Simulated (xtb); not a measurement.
AuCl, singlet, at a GFN2-xTB geometry (such geometries of metal compounds can be far from the true shape); GFN2-xTB run with xtb.

Here is a job for xtb.
```
$ xtb mol.xyz --gfn 2 --etemp 5000 --json

# file mol.xyz
2

Au    -0.00000000    -0.00000000    -0.39608010
Cl     0.00000000     0.00000000     1.84060754
```

Output, abridged:

```
   ID    Z sym.   atoms
    1   79 Au     1
    2   17 Cl     2

           -------------------------------------------------
          |                Calculation Setup                |
           -------------------------------------------------

           -------------------------------------------------
          |                 G F N 2 - x T B                 |
           -------------------------------------------------

          ...................................................
          :                      SETUP                      :
          :.................................................:
          :  # basis functions                  20          :
          :  # atomic orbitals                  18          :
          :  # shells                            6          :
          :  # electrons                        18          :
          :  max. iterations                   250          :
          :  Hamiltonian                  GFN2-xTB          :
          :  restarted?                      false          :
          :  GBSA solvation                  false          :
          :  PC potential                    false          :
          :  electronic temp.         5000.0000000     K    :
          :  accuracy                    1.0000000          :
          :  -> integral cutoff          0.2500000E+02      :
          :  -> integral neglect         0.1000000E-07      :
          :  -> SCF convergence          0.1000000E-05 Eh   :
          :  -> wf. convergence          0.1000000E-03 e    :
          :  Broyden damping             0.4000000          :
          :  net charge                          0          :
          :  unpaired electrons                  0          :
          ...................................................

 iter      E             dE          RMSdq      gap      omega  full diag
   1     -8.4156158 -0.841562E+01  0.694E+00    3.70       0.0  T
   2     -8.4291702 -0.135544E-01  0.334E+00    3.40       1.0  T
   3     -8.4292771 -0.106986E-03  0.170E+00    3.44       1.0  T
   4     -8.4293135 -0.363860E-04  0.141E-01    3.37       1.0  T
   5     -8.4293220 -0.845032E-05  0.917E-02    3.39       1.0  T
   6     -8.4293242 -0.222130E-05  0.802E-02    3.39       1.0  T
   7     -8.4293286 -0.440813E-05  0.168E-02    3.39       4.2  T
   8     -8.4293288 -0.144293E-06  0.128E-02    3.38       5.5  T
   9     -8.4293288 -0.913694E-07  0.504E-04    3.39     140.3  T
[...]
         :: total energy              -8.427602697998 Eh    ::
[...]
        11                         -0.0121573              -0.3308
        12                         -0.0121573              -0.3308
        13                          0.0413590               1.1254
        14                          0.0413590               1.1254
        15                          0.0421895               1.1480
        16                          0.0421895               1.1480
        17                          0.0489815               1.3329
        18                          0.4386396              11.9360
      -------------------------------------------------------------
                  HL-Gap            0.1244560 Eh            3.3866 eV
             Fermi-level           -0.3392355 Eh           -9.2311 eV

     #   Z          covCN         q      C6AA      α(0)
     1  79 Au       0.880     0.312   269.874    31.489
     2  17 Cl       0.880    -0.312   109.128    15.981

 Mol. C6AA /au·bohr⁶  :        717.946502
 Mol. C8AA /au·bohr⁸  :      52558.992103
 Mol. α(0) /au        :         47.470322

Wiberg/Mayer (AO) data.
largest (>0.10) Wiberg bond orders for each atom

 ---------------------------------------------------------------------------
     #   Z sym  total        # sym  WBO       # sym  WBO       # sym  WBO
 ---------------------------------------------------------------------------
     1  79 Au   0.940 --     2 Cl   0.940
     2  17 Cl   0.940 --     1 Au   0.940
 ---------------------------------------------------------------------------

Topologies differ in total number of bonds
Writing topology from bond orders to xtbtopo.mol

molecular dipole:
                 x           y           z       tot (Debye)
 q only:        0.000       0.000      -1.319
   full:        0.000      -0.000      -1.651       4.197
molecular quadrupole (traceless):
                xx          xy          yy          xz          yz          zz
 q only:        1.800       0.000       1.800       0.000       0.000      -3.601
  q+dip:        1.796       0.000       1.796       0.000      -0.000      -3.591
   full:        1.397      -0.000       1.397       0.000      -0.000      -2.793

           -------------------------------------------------
          | TOTAL ENERGY               -8.427602697998 Eh   |
          | GRADIENT NORM               0.004833870522 Eh/α |
          | HOMO-LUMO GAP               3.386620361695 eV   |
           -------------------------------------------------

normal termination of xtb
```
